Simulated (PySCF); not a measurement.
InO (SMILES [O]=[In]), doublet, at a GFN2-xTB geometry (such geometries of metal compounds can be far from the true shape) (core potentials on In); CAMB3LYP/def2-SVP run with PySCF.

Here is a job for PySCF.
```python
from pyscf import gto, scf, dft

mol = gto.M(
    atom='''
In   -0.000000   -0.000000   -0.259256
O     0.000000    0.000000    1.587945
''',
    basis='def2-svp',
    ecp={'In': 'def2-svp'},
    charge=0,
    spin=1,
    verbose=4,
)

mf = dft.UKS(mol)
mf.xc = 'camb3lyp'
mf.diis = False
mf.max_cycle = 100
mf.kernel()
mf.analyze()
```

Q: What does PySCF print? Leave out banner, timings and long lists.

A: 
```
PySCF version 2.14.0

[INPUT] verbose = 4
[INPUT] num. atoms = 2
[INPUT] num. electrons = 29
[INPUT] charge = 0
[INPUT] spin (= nelec alpha-beta = 2S) = 1
[INPUT] symmetry False subgroup None
[INPUT] Mole.unit = angstrom
[INPUT] Symbol           X                Y                Z      unit          X                Y                Z       unit  Magmom
[...]
nuclear repulsion = 48.1278276887897
number of shells = 16
number of NR pGTOs = 85
number of NR cGTOs = 40
basis = def2-svp
ecp = {'In': 'def2-svp'}

******** <class 'pyscf.dft.uks.UKS'> ********
method = UKS
initial guess = minao
damping factor = 0
level_shift factor = 0
DIIS disabled
SCF conv_tol = 1e-09
SCF conv_tol_grad = None
SCF max_cycles = 100
direct_scf = True
direct_scf_tol = 1e-13
number electrons alpha = 15  beta = 14
XC library pyscf.dft.libxc version 7.1.2
    S. Lehtola, C. Steigemann, M. J. T. Oliveira, and M. A. L. Marques,  SoftwareX 7, 1–5 (2018)
XC functionals = camb3lyp
    T. Yanai, D. P. Tew, and N. C. Handy,  Chem. Phys. Lett. 393, 51 (2004)
radial grids:
    Treutler-Ahlrichs [JCP 102, 346 (1995); DOI:10.1063/1.469408] (M4) radial grids

becke partition: Becke, JCP 88, 2547 (1988); DOI:10.1063/1.454033
pruning grids: <function nwchem_prune>
grids dens level: 3
symmetrized grids: False
atomic radii adjust function: <function treutler_atomic_radii_adjust>
small_rho_cutoff = 0
Set gradient conv threshold to 3.16228e-05
tot grids = 35960
init E= -244.125109738466

cycle= 1 E= -264.781015170022  delta_E= -20.7  |g|= 1.03  |ddm|= 8.48
cycle= 2 E= -264.863052608123  delta_E= -0.082  |g|= 0.887  |ddm|= 2.46
cycle= 3 E= -264.440224383955  delta_E= 0.423  |g|= 1.29  |ddm|=  1.5
cycle= 4 E= -257.895067686675  delta_E= 6.55  |g|= 2.47  |ddm|= 3.51

cycle= 5 E= -246.437854862875  delta_E= 11.5  |g|= 6.29  |ddm|= 7.35

cycle= 6 E= -247.304657348093  delta_E= -0.867  |g|=  2.6  |ddm|= 10.7
cycle= 7 E= -193.164353008821  delta_E= 54.1  |g|= 7.93  |ddm|= 14.4

cycle= 8 E= -245.615027232741  delta_E= -52.5  |g|=  4.2  |ddm|= 13.6

cycle= 9 E= -191.967379857706  delta_E= 53.6  |g|= 7.86  |ddm|= 13.7

cycle= 10 E= -245.581906630631  delta_E= -53.6  |g|= 4.23  |ddm|= 13.7

cycle= 11 E= -191.950082619123  delta_E= 53.6  |g|= 7.86  |ddm|= 13.7

cycle= 12 E= -245.581056307877  delta_E= -53.6  |g|= 4.23  |ddm|= 13.7

cycle= 13 E= -191.949626058107  delta_E= 53.6  |g|= 7.86  |ddm|= 13.7

cycle= 14 E= -245.581025568841  delta_E= -53.6  |g|= 4.23  |ddm|= 13.7

cycle= 15 E= -191.949609240684  delta_E= 53.6  |g|= 7.86  |ddm|= 13.7

cycle= 16 E= -245.581024257718  delta_E= -53.6  |g|= 4.23  |ddm|= 13.7

cycle= 17 E= -191.949608468396  delta_E= 53.6  |g|= 7.86  |ddm|= 13.7

cycle= 18 E= -245.581024193882  delta_E= -53.6  |g|= 4.23  |ddm|= 13.7

cycle= 19 E= -191.949608386954  delta_E= 53.6  |g|= 7.86  |ddm|= 13.7

cycle= 20 E= -245.581024185919  delta_E= -53.6  |g|= 4.23  |ddm|= 13.7

cycle= 21 E= -191.949608334849  delta_E= 53.6  |g|= 7.86  |ddm|= 13.7

cycle= 22 E= -245.581024180335  delta_E= -53.6  |g|= 4.23  |ddm|= 13.7

cycle= 23 E= -191.949608282412  delta_E= 53.6  |g|= 7.86  |ddm|= 13.7

cycle= 24 E= -245.581024174686  delta_E= -53.6  |g|= 4.23  |ddm|= 13.7

cycle= 25 E= -191.94960822823  delta_E= 53.6  |g|= 7.86  |ddm|= 13.7

cycle= 26 E= -245.581024168857  delta_E= -53.6  |g|= 4.23  |ddm|= 13.7

cycle= 27 E= -191.94960817218  delta_E= 53.6  |g|= 7.86  |ddm|= 13.7

cycle= 28 E= -245.581024162835  delta_E= -53.6  |g|= 4.23  |ddm|= 13.7

cycle= 29 E= -191.949608114198  delta_E= 53.6  |g|= 7.86  |ddm|= 13.7

cycle= 30 E= -245.581024156616  delta_E= -53.6  |g|= 4.23  |ddm|= 13.7

cycle= 31 E= -191.94960805422  delta_E= 53.6  |g|= 7.86  |ddm|= 13.7

cycle= 32 E= -245.581024150193  delta_E= -53.6  |g|= 4.23  |ddm|= 13.7

cycle= 33 E= -191.949607992178  delta_E= 53.6  |g|= 7.86  |ddm|= 13.7

cycle= 34 E= -245.581024143561  delta_E= -53.6  |g|= 4.23  |ddm|= 13.7

cycle= 35 E= -191.949607928007  delta_E= 53.6  |g|= 7.86  |ddm|= 13.7

[...]

cycle= 75 E= -191.949606074661  delta_E= 53.6  |g|= 7.86  |ddm|= 13.7

cycle= 76 E= -245.581023944031  delta_E= -53.6  |g|= 4.23  |ddm|= 13.7

cycle= 77 E= -191.949605946378  delta_E= 53.6  |g|= 7.86  |ddm|= 13.7

cycle= 78 E= -245.581023931051  delta_E= -53.6  |g|= 4.23  |ddm|= 13.7

cycle= 79 E= -191.949605813928  delta_E= 53.6  |g|= 7.86  |ddm|= 13.7

cycle= 80 E= -245.581023917697  delta_E= -53.6  |g|= 4.23  |ddm|= 13.7

cycle= 81 E= -191.949605677193  delta_E= 53.6  |g|= 7.86  |ddm|= 13.7

cycle= 82 E= -245.581023903961  delta_E= -53.6  |g|= 4.23  |ddm|= 13.7

cycle= 83 E= -191.949605536051  delta_E= 53.6  |g|= 7.86  |ddm|= 13.7

cycle= 84 E= -245.581023889836  delta_E= -53.6  |g|= 4.23  |ddm|= 13.7

cycle= 85 E= -191.949605390381  delta_E= 53.6  |g|= 7.86  |ddm|= 13.7

cycle= 86 E= -245.581023875314  delta_E= -53.6  |g|= 4.23  |ddm|= 13.7

cycle= 87 E= -191.949605240057  delta_E= 53.6  |g|= 7.86  |ddm|= 13.7

cycle= 88 E= -245.581023860388  delta_E= -53.6  |g|= 4.23  |ddm|= 13.7

cycle= 89 E= -191.949605084953  delta_E= 53.6  |g|= 7.86  |ddm|= 13.7

cycle= 90 E= -245.581023845051  delta_E= -53.6  |g|= 4.23  |ddm|= 13.7

cycle= 91 E= -191.949604924941  delta_E= 53.6  |g|= 7.86  |ddm|= 13.7

cycle= 92 E= -245.581023829295  delta_E= -53.6  |g|= 4.23  |ddm|= 13.7

cycle= 93 E= -191.94960475989  delta_E= 53.6  |g|= 7.86  |ddm|= 13.7

cycle= 94 E= -245.581023813114  delta_E= -53.6  |g|= 4.23  |ddm|= 13.7

cycle= 95 E= -191.94960458967  delta_E= 53.6  |g|= 7.86  |ddm|= 13.7

cycle= 96 E= -245.581023796501  delta_E= -53.6  |g|= 4.23  |ddm|= 13.7

cycle= 97 E= -191.949604414147  delta_E= 53.6  |g|= 7.86  |ddm|= 13.7

cycle= 98 E= -245.58102377945  delta_E= -53.6  |g|= 4.23  |ddm|= 13.7

cycle= 99 E= -191.949604233189  delta_E= 53.6  |g|= 7.86  |ddm|= 13.7

cycle= 100 E= -245.581023761955  delta_E= -53.6  |g|= 4.23  |ddm|= 13.7
SCF not converged.
SCF energy = -245.581023761955 after 100 cycles  <S^2> = 0.75004494  2S+1 = 2.0000449
**** SCF Summaries ****
Total Energy =                        -245.581023761954555
Nuclear Repulsion Energy =              48.127827688789694
One-electron Energy =                 -522.496777849700493
Two-electron Energy =                  228.787926398956245
Two-electron Coulomb Energy =          253.675819391066369
DFT Exchange-Correlation Energy =      -24.887892992110118
**** MO energy ****
                             alpha | beta                alpha | beta
[...]
spin_pop of  0 In 4s        0.00003
spin_pop of  0 In 5s        0.00060
spin_pop of  0 In 6s        0.00037
spin_pop of  0 In 7s        0.00042
spin_pop of  0 In 4px       0.00002
spin_pop of  0 In 4py       0.00003
spin_pop of  0 In 4pz       0.00013
spin_pop of  0 In 5px       0.00003
spin_pop of  0 In 5py       0.00003
spin_pop of  0 In 5pz       0.00001
spin_pop of  0 In 6px       0.00112
spin_pop of  0 In 6py       0.00015
spin_pop of  0 In 6pz       0.00141
spin_pop of  0 In 7px       0.00142
spin_pop of  0 In 7py       0.00025
spin_pop of  0 In 7pz       0.00093
spin_pop of  0 In 4dxy     -0.00038
spin_pop of  0 In 4dyz     -0.00007
spin_pop of  0 In 4dz^2    -0.00003
spin_pop of  0 In 4dxz      0.02821
spin_pop of  0 In 4dx2-y2    0.00208
spin_pop of  0 In 5dxy     -0.00223
spin_pop of  0 In 5dyz     -0.00414
spin_pop of  0 In 5dz^2    -0.00044
spin_pop of  0 In 5dxz      0.92588
spin_pop of  0 In 5dx2-y2    0.04368
spin_pop of  1 O 1s       -0.00001
spin_pop of  1 O 2s        0.00005
spin_pop of  1 O 3s       -0.00005
spin_pop of  1 O 2px       0.00001
spin_pop of  1 O 2py       0.00010
spin_pop of  1 O 2pz       0.00024
spin_pop of  1 O 3px       0.00000
spin_pop of  1 O 3py       0.00002
spin_pop of  1 O 3pz       0.00005
spin_pop of  1 O 3dxy      0.00000
spin_pop of  1 O 3dyz      0.00001
spin_pop of  1 O 3dz^2    -0.00001
spin_pop of  1 O 3dxz     -0.00000
spin_pop of  1 O 3dx2-y2    0.00008
In total            15.00000 | 14.00000
Dipole moment(X, Y, Z, Debye):  0.00000,  0.00000, 74.07364
```

Convergence was not reached.
